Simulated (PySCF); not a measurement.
Input for PySCF: R-M06-2X/def2-TZVPP on H2O (SMILES O).

```python
from pyscf import gto, dft

mol = gto.M(
    atom='''
    O    -0.00000000    0.00000000    0.38961139
    H     0.00000000    0.76498632   -0.19485569
    H     0.00000000   -0.76498632   -0.19485569
    ''',
    basis='def2-tzvpp',
    charge=0, spin=0, verbose=4, max_memory=1800)
mf = dft.RKS(mol, xc='m062x').density_fit(auxbasis='def2-universal-jkfit')
mf.grids.level = 4
mf.conv_tol = 1e-9
mf.max_cycle = 150
mf.kernel()
mf.dip_moment()
```

The log:

```
PySCF version 2.14.0

[INPUT] verbose = 4
[INPUT] num. atoms = 3
[INPUT] num. electrons = 10
[INPUT] charge = 0
[INPUT] spin (= nelec alpha-beta = 2S) = 0
[INPUT] symmetry False subgroup None
[INPUT] Mole.unit = angstrom
[INPUT] Symbol           X                Y                Z      unit          X                Y                Z       unit  Magmom
[INPUT]  1 O      0.000000000000   0.000000000000   0.389611390000 AA    0.000000000000   0.000000000000   0.736258822111 Bohr   0.0
[INPUT]  2 H      0.000000000000   0.764986320000  -0.194855690000 AA    0.000000000000   1.445614633839  -0.368223887913 Bohr   0.0
[INPUT]  3 H      0.000000000000  -0.764986320000  -0.194855690000 AA    0.000000000000  -1.445614633839  -0.368223887913 Bohr   0.0

nuclear repulsion = 9.14068918860721
number of shells = 23
number of NR pGTOs = 78
number of NR cGTOs = 59
basis = def2-tzvpp
ecp = {}


******** <class 'pyscf.df.df_jk.DFRKS'> ********
method = DFRKS
initial guess = minao
damping factor = 0
level_shift factor = 0
DIIS = <class 'pyscf.scf.diis.CDIIS'>
diis_start_cycle = 1
diis_space = 8
diis_damp = 0
SCF conv_tol = 1e-09
SCF conv_tol_grad = None
SCF max_cycles = 150
direct_scf = False
XC library pyscf.dft.libxc version 7.1.2
    S. Lehtola, C. Steigemann, M. J. T. Oliveira, and M. A. L. Marques,  SoftwareX 7, 1–5 (2018)
XC functionals = m062x
    Y. Zhao and D. G. Truhlar,  Theor. Chem. Acc. 120, 215 (2008)
    Y. Zhao and D. G. Truhlar,  Theor. Chem. Acc. 120, 215 (2008)
radial grids:
    Treutler-Ahlrichs [JCP 102, 346 (1995); DOI:10.1063/1.469408] (M4) radial grids

becke partition: Becke, JCP 88, 2547 (1988); DOI:10.1063/1.454033
pruning grids: <function nwchem_prune>
grids dens level: 4
symmetrized grids: False
atomic radii adjust function: <function treutler_atomic_radii_adjust>
small_rho_cutoff = 0
Set gradient conv threshold to 3.16228e-05
Initial guess from minao.
tot grids = 59680
******** <class 'pyscf.df.df.DF'> ********
auxbasis = def2-universal-jkfit
init E= -76.3181168667001
  HOMO = -0.452127119666969  LUMO = 0.0139100188729913  gap/eV = 12.68152
cycle= 1 E= -76.3704007585991  delta_E= -0.0523  |g|= 0.566  |ddm|=    1
  HOMO = -0.273609933374246  LUMO = 0.0612090544615143  gap/eV = 9.11089
cycle= 2 E= -76.3582066265292  delta_E= 0.0122  |g|= 0.658  |ddm|= 0.569
  HOMO = -0.400887205188688  LUMO = 0.0480946638018338  gap/eV = 12.21742
cycle= 3 E= -76.42907168541  delta_E= -0.0709  |g|= 0.0251  |ddm|= 0.284
  HOMO = -0.397838364252372  LUMO = 0.0514873282336197  gap/eV = 12.22677
cycle= 4 E= -76.4291711995131  delta_E= -9.95e-05  |g|= 0.00357  |ddm|= 0.0117
  HOMO = -0.398606511802029  LUMO = 0.0514460363384117  gap/eV = 12.24655
cycle= 5 E= -76.4291740976174  delta_E= -2.9e-06  |g|= 0.000434  |ddm|= 0.00312
  HOMO = -0.39860898535094  LUMO = 0.0514500034045682  gap/eV = 12.24673
cycle= 6 E= -76.429174172725  delta_E= -7.51e-08  |g|= 6.37e-05  |ddm|= 0.000689
  HOMO = -0.398618053122995  LUMO = 0.0514500948379535  gap/eV = 12.24698
cycle= 7 E= -76.4291741749085  delta_E= -2.18e-09  |g|= 5.11e-06  |ddm|= 0.000137
  HOMO = -0.398619319435994  LUMO = 0.0514506238975798  gap/eV = 12.24703
cycle= 8 E= -76.4291741749241  delta_E= -1.56e-11  |g|= 5.65e-07  |ddm|= 8.68e-06
  HOMO = -0.398619377568544  LUMO = 0.05145063563603  gap/eV = 12.24703
Extra cycle  E= -76.4291741749243  delta_E= -1.85e-13  |g|= 1.51e-07  |ddm|= 9.86e-07
converged SCF energy = -76.4291741749243
Dipole moment(X, Y, Z, Debye): -0.00000,  0.00000, -1.96983
```

Self-consistency was reached.

Cost: very roughly 3.0 core-seconds.
